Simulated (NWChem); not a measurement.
System: GeI$_{3}$ cation

Here is an NWChem input.

```
start job
memory heap 200 mb stack 900 mb global 1100 mb
charge 1
geometry units angstroms noautoz
  I      2.355437    -0.568766     0.000000
  Ge     0.000000     0.000000     0.000000
  I     -1.670284    -1.755485     0.000000
  I     -0.685153     2.324251     0.000000
end
basis spherical
  * library def2-svp
end
ecp
  I library def2-ecp
end
dft
  xc r2scan
  grid xcoarse
  iterations 150
  mulliken
end
task dft gradient
```

NWChem printed, in part:

```
             Northwest Computational Chemistry Package (NWChem) 7.3.0
             --------------------------------------------------------

 D3H symmetry detected

                             Geometry "geometry" -> ""
                             -------------------------

 Output coordinates in angstroms (scale by  1.889725989 to convert to a.u.)

  No.       Tag          Charge          X              Y              Z
 ---- ---------------- ---------- -------------- -------------- --------------
    1 I                   53.0000     2.34056730    -0.62715312     0.00000000
    2 Ge                  32.0000    -0.00000000    -0.00000000     0.00000000
    3 I                   53.0000    -1.71341419    -1.71341419     0.00000000
    4 I                   53.0000    -0.62715312     2.34056730     0.00000000

 Effective nuclear repulsion energy (a.u.)    2173.6631500642

      Symmetry information
      --------------------

 Group name             D3h
 Group number             27
 Group order              12
 No. of unique centers     2

                                 NWChem DFT Module
                                 -----------------

 Summary of "ao basis" -> "ao basis" (spherical)
 ------------------------------------------------------------------------------
       Tag                 Description            Shells   Functions and Types
 ---------------- ------------------------------  ------  ---------------------
 I                          def2-svp                10       26   4s4p2d
 Ge                         def2-svp                12       32   5s4p3d

      Symmetry analysis of basis
      --------------------------

        a1'        20
        a1"         2
        a2'         6
        a2"        10
        e'         50
        e"         22

  Rotation of axis

            General Information
            -------------------
          SCF calculation type: DFT
          Wavefunction type:  closed shell.
          No. of atoms     :     4
          No. of electrons :   106
           Alpha electrons :    53
            Beta electrons :    53
          Charge           :     1
          Spin multiplicity:     1
          Use of symmetry is: on ; symmetry adaption is: on
          Maximum number of iterations: 150
          AO basis - number of functions:   110
                     number of shells:    42
          Convergence on energy requested:  1.00D-06
          Convergence on density requested:  1.00D-05
          Convergence on gradient requested:  5.00D-04

              XC Information
              --------------
                      r^2SCAN Method XC Functional
               r^2SCAN metaGGA Exchange Functional  1.000
                     r^2SCAN Correlation Potential  1.000

             Grid Information
             ----------------
          Grid used for XC integration:  xcoarse
          Radial quadrature: Mura-Knowles
          Angular quadrature: Lebedev.
          Tag              B.-S. Rad. Rad. Pts. Rad. Cut. Ang. Pts.
          ---              ---------- --------- --------- ---------
          I                   1.40       84          11.0       194
          Ge                  1.25       75           8.0       194
          Grid pruning is: on
          Number of quadrature shells:   159
          Spatial weights used:  Erf1

      Superposition of Atomic Density Guess
      -------------------------------------

 Sum of atomic energies:       -3116.42484999

 Renormalizing density from     107.00 to    106

      Non-variational initial energy
      ------------------------------

 Total energy =   -2951.731318
 1-e energy   =   -5911.336398
 2-e energy   =    2199.070625
 HOMO         =      -0.554289
 LUMO         =      -0.347462

      Symmetry analysis of molecular orbitals - initial
      -------------------------------------------------

  Numbering of irreducible representations:

     1 a1'         2 a1"         3 a2'         4 a2"         5 e'
     6 e"

  Orbital symmetries:

     1 a1'         2 a1'         3 e'          4 e'          5 a2"
     6 e'          7 e'          8 a1'         9 a1'        10 a1'
    11 e'         12 e'         13 e'         14 e'         15 a2'
    16 a2"        17 e"         18 e"         19 e'         20 e'
    21 a2"        22 a1'        23 e'         24 e'         25 e'
    26 e'         27 a2"        28 a2'        29 e"         30 e"
    31 a1'        32 e"         33 e"         34 e'         35 e'
    36 a1"        37 e'         38 e'         39 e"         40 e"
    41 a1'        42 a1'        43 e'         44 e'         45 a1'
    46 e'         47 e'         48 a2"        49 e'         50 e'
    51 e"         52 e"         53 a2'        54 a1'        55 a2"
    56 e'         57 e'         58 a1'        59 e'         60 e'
    61 e"         62 e"         63 e'

     ---------------------------------------------
      Total Density - Mulliken Population Analysis
     ---------------------------------------------

    Atom       Charge   Shell Charges
 -----------   ------   -------------------------------------------------------
    1 I   25    24.97   1.83  0.22  1.32  0.58  2.92  3.14  2.72  2.20  9.86  0.17
    2 Ge  32    31.10   2.00  2.00  2.00  1.17  0.14  6.00  6.00  0.90  0.67  8.37  1.59  0.25
    3 I   25    24.97   1.83  0.22  1.32  0.58  2.92  3.14  2.72  2.20  9.86  0.17
    4 I   25    24.97   1.83  0.22  1.32  0.58  2.92  3.14  2.72  2.20  9.86  0.17

   convergence    iter        energy       DeltaE   RMS-Dens  Diis-err
 ---------------- ----- ----------------- --------- --------- ---------
 d= 0,ls=0.0,diis     1  -2969.8914466063 -3.73D+03  1.26D-02  1.88D+00
 d= 0,ls=0.0,diis     2  -2969.8308570231  6.06D-02  1.26D-02  1.73D+00
 d= 0,ls=0.0,diis     3  -2969.9491252880 -1.18D-01  5.94D-03  3.32D-01
 d= 0,ls=0.0,diis     4  -2970.0070781555 -5.80D-02  7.94D-04  1.97D-02
 d= 0,ls=0.0,diis     5  -2970.0090177476 -1.94D-03  1.44D-04  2.62D-04
  Resetting Diis
 d= 0,ls=0.0,diis     6  -2970.0090566730 -3.89D-05  4.95D-05  2.21D-05
 d= 0,ls=0.0,diis     7  -2970.0090599929 -3.32D-06  1.41D-05  1.90D-07
 d= 0,ls=0.0,diis     8  -2970.0090598128  1.80D-07  9.28D-06  1.23D-06

         Total DFT energy =    -2970.009059812795
      One electron energy =    -5945.238768758544
           Coulomb energy =     2360.584676586743
    Exchange-Corr. energy =     -145.889421715332
 Nuclear repulsion energy =      760.534454074338

 Numeric. integr. density =      105.999900395203

                  Occupations of the irreducible representations
                  ----------------------------------------------

                     irrep           alpha         beta
                     --------     --------     --------
                     a1'              10.0         10.0
                     a1"               1.0          1.0
                     a2'               3.0          3.0
                     a2"               5.0          5.0
                     e'               24.0         24.0
                     e"               10.0         10.0

                       DFT Final Molecular Orbital Analysis
                       ------------------------------------

 Vector   51  Occ=2.000000D+00  E=-4.481619D-01  Symmetry=e"
              MO Center= -1.1D+00, -4.6D-01,  1.5D-15, r^2= 6.1D+00
   Bfn.  Coefficient  Atom+Function         Bfn.  Coefficient  Atom+Function
  ----- ------------  ---------------      ----- ------------  ---------------
    71      0.523775  3 I  pz                74      0.404378  3 I  pz
    97     -0.349477  4 I  pz               100     -0.269812  4 I  pz
    68     -0.205992  3 I  pz                13     -0.174298  1 I  pz
    65     -0.166594  3 I  pz                94      0.137444  4 I  pz
    16     -0.134566  1 I  pz                91      0.111156  4 I  pz

 Vector   52  Occ=2.000000D+00  E=-4.481619D-01  Symmetry=e"
              MO Center=  1.1D+00,  4.6D-01, -3.0D-13, r^2= 6.1D+00
   Bfn.  Coefficient  Atom+Function         Bfn.  Coefficient  Atom+Function
  ----- ------------  ---------------      ----- ------------  ---------------
    13      0.504172  1 I  pz                97     -0.403032  4 I  pz
    16      0.389244  1 I  pz               100     -0.311159  4 I  pz
    10     -0.198283  1 I  pz                 7     -0.160360  1 I  pz
    94      0.158506  4 I  pz                91      0.128190  4 I  pz
    71     -0.101140  3 I  pz                74     -0.078085  3 I  pz

 Vector   53  Occ=2.000000D+00  E=-4.320238D-01  Symmetry=a2'
              MO Center=  1.8D-13,  5.1D-13, -1.6D-18, r^2= 7.8D+00
   Bfn.  Coefficient  Atom+Function         Bfn.  Coefficient  Atom+Function
  ----- ------------  ---------------      ----- ------------  ---------------
    12      0.377867  1 I  py                95     -0.377867  4 I  px
    15      0.293856  1 I  py                98     -0.293856  4 I  px
    69      0.276618  3 I  px                70     -0.276618  3 I  py
    72      0.215118  3 I  px                73     -0.215118  3 I  py
     9     -0.147990  1 I  py                92      0.147990  4 I  px

 Vector   54  Occ=0.000000D+00  E=-3.303470D-01  Symmetry=a1'
              MO Center= -1.1D-14,  1.0D-14, -5.2D-17, r^2= 7.0D+00
   Bfn.  Coefficient  Atom+Function         Bfn.  Coefficient  Atom+Function
  ----- ------------  ---------------      ----- ------------  ---------------
    30      0.731454  2 Ge s                 31      0.495732  2 Ge s
    14      0.371123  1 I  px                99      0.371123  4 I  py
    29     -0.355273  2 Ge s                 11      0.351852  1 I  px
    96      0.351852  4 I  py                72     -0.271681  3 I  px
    73     -0.271681  3 I  py                69     -0.257574  3 I  px

 Vector   55  Occ=0.000000D+00  E=-3.201805D-01  Symmetry=a2"
              MO Center= -3.5D-14,  3.2D-14,  7.3D-17, r^2= 4.8D+00
   Bfn.  Coefficient  Atom+Function         Bfn.  Coefficient  Atom+Function
  ----- ------------  ---------------      ----- ------------  ---------------
    43      0.563360  2 Ge pz                40      0.514521  2 Ge pz
    16     -0.259932  1 I  pz                74     -0.259932  3 I  pz
   100     -0.259932  4 I  pz                37     -0.255227  2 Ge pz
    13     -0.239340  1 I  pz                71     -0.239340  3 I  pz
    97     -0.239340  4 I  pz                10      0.093372  1 I  pz

 Vector   56  Occ=0.000000D+00  E=-2.005581D-01  Symmetry=e'
              MO Center= -9.1D-02,  2.6D-02, -3.7D-16, r^2= 6.1D+00
   Bfn.  Coefficient  Atom+Function         Bfn.  Coefficient  Atom+Function
  ----- ------------  ---------------      ----- ------------  ---------------
    42      1.035410  2 Ge py                72      0.486566  3 I  px
    99      0.488091  4 I  py                39      0.481080  2 Ge py
    88     -0.446076  4 I  s                 62      0.441802  3 I  s
    15     -0.282738  1 I  py                98     -0.280827  4 I  px
    73      0.275595  3 I  py                41      0.268204  2 Ge px

     ---------------------------------------------
      Total Density - Mulliken Population Analysis
     ---------------------------------------------

    Atom       Charge   Shell Charges
 -----------   ------   -------------------------------------------------------
    1 I   25    24.76   1.83  0.22  1.37  0.54  2.94  3.12  2.63  2.07  9.79  0.25
    2 Ge  32    31.71   2.00  2.00  1.99  1.34  0.09  6.00  5.98  1.24  0.80  8.10  1.80  0.38
    3 I   25    24.76   1.83  0.22  1.37  0.54  2.94  3.12  2.63  2.07  9.79  0.25
    4 I   25    24.76   1.83  0.22  1.37  0.54  2.94  3.12  2.63  2.07  9.79  0.25

     -------------------------------------------
      Total Density - Lowdin Population Analysis
     -------------------------------------------

    Atom       Charge   Shell Charges
 -----------   ------   -------------------------------------------------------
    1 I   25    24.65   1.25  0.74  1.07  0.77  2.77  3.18  2.46  2.36  9.47  0.57
    2 Ge  32    32.06   2.00  2.00  1.95  0.92  0.41  5.99  5.81  1.26  1.23  7.80  2.04  0.66
    3 I   25    24.65   1.25  0.74  1.07  0.77  2.77  3.18  2.46  2.36  9.47  0.57
    4 I   25    24.65   1.25  0.74  1.07  0.77  2.77  3.18  2.46  2.36  9.47  0.57

     Multipole analysis of the density
     ---------------------------------

     L   x y z        total         alpha         beta         nuclear
     -   - - -        -----         -----         ----         -------
     0   0 0 0      1.000000    -53.000000    -53.000000    107.000000

     1   1 0 0      0.000000      0.000000      0.000000     -0.000000
     1   0 1 0     -0.000000     -0.000000     -0.000000     -0.000000
     1   0 0 1      0.000000      0.000000      0.000000      0.000000

     2   2 0 0    -55.464740   -420.878184   -420.878184    786.291627
     2   1 1 0     -0.000000     -0.000000     -0.000000      0.000000
     2   1 0 1      0.000000      0.000000      0.000000      0.000000
     2   0 2 0    -55.464740   -420.878184   -420.878184    786.291627
     2   0 1 1      0.000000      0.000000      0.000000      0.000000
     2   0 0 2    -67.959589    -33.979794    -33.979794      0.000000

            General Information
            -------------------
          SCF calculation type: DFT
          Wavefunction type:  closed shell.
          No. of atoms     :     4
          No. of electrons :   106
           Alpha electrons :    53
            Beta electrons :    53
          Charge           :     1
          Spin multiplicity:     1
          Use of symmetry is: on ; symmetry adaption is: on
          Maximum number of iterations: 150
          AO basis - number of functions:   110
                     number of shells:    42
          Convergence on energy requested:  1.00D-06
          Convergence on density requested:  1.00D-05
          Convergence on gradient requested:  5.00D-04

              XC Information
              --------------
                      r^2SCAN Method XC Functional
               r^2SCAN metaGGA Exchange Functional  1.000
                     r^2SCAN Correlation Potential  1.000

             Grid Information
             ----------------
          Grid used for XC integration:  xcoarse
          Radial quadrature: Mura-Knowles
          Angular quadrature: Lebedev.
          Tag              B.-S. Rad. Rad. Pts. Rad. Cut. Ang. Pts.
          ---              ---------- --------- --------- ---------
          I                   1.40       84          11.0       194
          Ge                  1.25       75           8.0       194
          Grid pruning is: on
          Number of quadrature shells:   159
          Spatial weights used:  Erf1

          Convergence Information
          -----------------------
          Convergence aids based upon iterative change in
          total energy or number of iterations.
          Levelshifting, if invoked, occurs when the
          HOMO/LUMO gap drops below (HL_TOL):  1.00D-02
          DIIS, if invoked, will attempt to extrapolate
          using up to (NFOCK): 10 stored Fock matrices.

                    Damping( 0%)  Levelshifting(0.5)       DIIS
                  --------------- ------------------- ---------------
          dE  on:    start            ASAP                start
          dE off:    2 iters        150 iters           150 iters

                            NWChem DFT Gradient Module
                            --------------------------

[...]

                         DFT ENERGY GRADIENTS

    atom               coordinates                        gradient
                 x          y          z           x          y          z
   1 I       4.423031  -1.185148   0.000000   -0.001391   0.000373   0.000000
   2 Ge     -0.000000  -0.000000   0.000000   -0.000000  -0.000000   0.000000
   3 I      -3.237883  -3.237883   0.000000    0.001018   0.001018   0.000000
   4 I      -1.185148   4.423031   0.000000    0.000373  -0.001391   0.000000
```

Level: r2SCAN/def2-SVP with def2 effective core potentials on I. All runs use the structure optimised with PBE0/def2-SVP. Not confirmed as a minimum by frequencies. def2 effective core potentials on I; no spin-orbit coupling.
